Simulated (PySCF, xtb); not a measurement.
C2H9BN2O, SMILES CCNB(N)O. The values are those of a single conformer.

Harmonic wavenumbers (cm⁻¹) from GFN2-xTB (xtb 6.7.1) at its own minimum, in rising order: 46, 88, 189, 244, 266, 344, 385, 424, 454, 471, 488, 534, 778, 820, 843, 953, 980, 1068, 1102, 1148, 1241, 1261, 1329, 1387, 1399, 1431, 1482, 1491, 1503, 1524, 2905, 2968, 3032, 3035, 3045, 3458, 3549, 3594, 3667.

Task: What does PBE-D3(BJ)/def2-SVP in PySCF 2.14.0 give at its own minimum? (The exact figures need the calculation; the answer reports its results.)

Result: 48, 85, 160, 207, 274, 284, 375, 405, 442, 481, 498, 609, 750, 810, 855, 900, 976, 1054, 1080, 1150, 1243, 1298, 1323, 1345, 1386, 1411, 1418, 1435, 1479, 1545, 2948, 2962, 2993, 3052, 3059, 3529, 3559, 3666, 3781. Paired by order, the mean absolute difference is 28 cm⁻¹ and the zero-point energies are 78.5 and 78.4 kcal/mol.
